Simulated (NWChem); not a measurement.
ZnHBr; SMILES [Br][ZnH]

```xyz
3

Zn     0.0000     0.0000    -1.1458
H      0.0000     0.0000    -2.6751
Br     0.0000     0.0000     1.1051
```
Atoms are numbered in this order, from 1.

Geometry: optimised at PBE-D3(BJ)/def2-SVP.

Question: List the 4 lowest vertical singlet excitations from CAM-B3LYP/def2-SVP, TDA (NWChem).

Answer: 
| state | energy (eV) | oscillator strength | leading excitation (squared amplitude) |
|---|---|---|---|
| S1 | 6.52 | 0.022 | HOMO → LUMO (0.97) |
| S2 | 6.52 | 0.022 | HOMO−1 → LUMO (0.97) |
| S3 | 7.65 | 0.000 | HOMO−1 → LUMO+2 (0.50) |
| S4 | 7.71 | 0.000 | HOMO−1 → LUMO+1 (0.50) |
